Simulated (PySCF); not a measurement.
H₈Si₄. Atoms are numbered in the order given.

```xyz
12

Si     1.1453     1.1453    -0.2852
Si     1.1453    -1.1453     0.2852
Si    -1.1453    -1.1453    -0.2852
Si    -1.1453     1.1453     0.2852
H      2.0864     2.0864     0.3944
H      1.2802     1.2802    -1.7708
H      1.2802    -1.2802     1.7708
H      2.0864    -2.0864    -0.3944
H     -2.0864    -2.0864     0.3944
H     -1.2802    -1.2802    -1.7708
H     -1.2802     1.2802     1.7708
H     -2.0864     2.0864    -0.3944
```
Charge 0, spin multiplicity 1.

Geometry: PBE0-D3(BJ)/def2-SVP.

The numbers are results of PySCF with PBE/def2-TZVP, not measurements.

Symmetry labels are those of the subgroup D2 that the program uses (full group D2d).

**Question.** List the valence orbital energies around the gap with their symmetry. (Estimate from the structure and the level; the computed values follow.)

**Answer.** 
| orbital | symmetry | energy (eV) |
|---|---|---|
| HOMO−7 | B1 | -9.26 |
| HOMO−6 | A | -9.20 |
| HOMO−5 | B2 | -8.49 |
| HOMO−4 | B3 | -8.49 |
| HOMO−3 | A | -7.96 |
| HOMO−2 | B2 | -6.81 |
| HOMO−1 | B3 | -6.81 |
| HOMO | A | -6.45 |
| LUMO | B1 | -1.84 |
| LUMO+1 | B2 | -1.14 |
| LUMO+2 | B3 | -1.14 |
| LUMO+3 | A | -0.81 |
